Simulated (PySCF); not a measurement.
PySCF input:

```python
from pyscf import gto, scf, dft

mol = gto.M(
    atom='''
    K    -0.00000000   -0.00000000   -0.70776611
    F     0.00000000    0.00000000    1.49417289
    ''',
    basis='def2-tzvpd',
    charge=0,
    spin=0,
    verbose=4,
)

mf = scf.RHF(mol).density_fit(auxbasis='def2-universal-jkfit')
mf.conv_tol = 1e-9
mf.max_cycle = 100
mf.max_memory = 1500
mf.kernel()
if not mf.converged:
    mf = mf.newton()
    mf.kernel(mf.make_rdm1())
mf.analyze()
```

Q: What final total energy does it print?

A: -698.67634 Eh (HF/def2-TZVPD).
